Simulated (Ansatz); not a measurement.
Molecular dynamics, step by step

MgZnH₂ (SMILES [MgH][ZnH]), singlet, HF/def2-SVP (Ansatz 0.2.0). Settings (timestep in fs, temperature in K, friction in 1/fs; T counts 12 degrees of freedom, while the starting velocities carry no drift of the centre of mass, so T starts below the set value):

```yaml
hamiltonian: {xc: hf}
md: {n_steps: 80, timestep: 0.75, temperature: 1000, ensemble: nvt_langevin, seed: 89, friction: 0.01, initial_velocities: maxwell_boltzmann}
```

Start (the SMILES describes the start alone):

```tsv
atom	x (Å)	y (Å)	z (Å)
Mg1	0.1309	-1.0865	0.5657
Zn2	-0.1451	1.1067	-0.5914
H3	0.3575	-2.5978	1.3888
H4	-0.3433	2.5777	-1.3631
```

| step | time (fs) | potential energy less the start (meV) | kinetic energy (meV) | T (K) |
| --- | --- | --- | --- | --- |
| 0 | 0.00 | 0.0 | 387.8 | 750 |
| 5 | 3.75 | 29.5 | 294.3 | 569 |
| 10 | 7.50 | -3.9 | 304.6 | 589 |
| 15 | 11.25 | -10.0 | 329.3 | 637 |
| 20 | 15.00 | 35.6 | 348.3 | 674 |
| 25 | 18.75 | -3.4 | 315.9 | 611 |
| 30 | 22.50 | 69.9 | 252.7 | 489 |
| 35 | 26.25 | 30.4 | 260.0 | 503 |
| 40 | 30.00 | -3.1 | 212.2 | 410 |
| 45 | 33.75 | 65.5 | 152.9 | 296 |
| 50 | 37.50 | -51.2 | 270.5 | 523 |
| 55 | 41.25 | 74.0 | 256.6 | 496 |
| 60 | 45.00 | 97.0 | 270.9 | 524 |
| 65 | 48.75 | -3.4 | 398.1 | 770 |
| 70 | 52.50 | 152.8 | 349.8 | 677 |
| 75 | 56.25 | 96.6 | 415.1 | 803 |
| 80 | 60.00 | 207.3 | 308.1 | 596 |

Step 15, positions (Å) and forces (eV/Å):

```tsv
atom	x	y	z	Fx	Fy	Fz
Mg1	0.097	-1.092	0.642	-0.160	-0.746	0.432
Zn2	-0.142	1.130	-0.626	0.200	0.054	-0.088
H3	0.160	-2.665	1.362	0.061	0.052	0.016
H4	0.116	2.337	-1.586	-0.101	0.640	-0.361
```

Step 65, positions (Å) and forces (eV/Å):

```
atom       x       y       z      Fx      Fy      Fz
 Mg1   0.017  -1.285   0.827   0.098   0.768  -0.704
 Zn2  -0.087   1.167  -0.764  -0.090  -0.346   0.318
  H3   0.397  -2.870   1.275  -0.042  -0.243   0.250
  H4  -0.161   2.497  -1.709   0.034  -0.180   0.136
```

Step 75, positions (Å) and forces (eV/Å):

```csv
atom,x,y,z,Fx,Fy,Fz
Mg1,0.007,-1.298,0.828,0.249,0.514,-0.705
Zn2,-0.072,1.175,-0.808,-0.072,-1.551,1.169
H3,0.449,-2.840,1.454,-0.137,0.025,0.135
H4,-0.248,2.591,-1.347,-0.041,1.011,-0.599
```

Last step (80):

```
4
angstrom
Mg 0.0043 -1.2914 0.8204
Zn -0.0664 1.1683 -0.8261
H 0.4960 -2.9206 1.5715
H -0.3275 2.8018 -1.2900
```

Hardware: 2 CPU threads of an AMD EPYC, shared host. Wall time about 2.3 min.
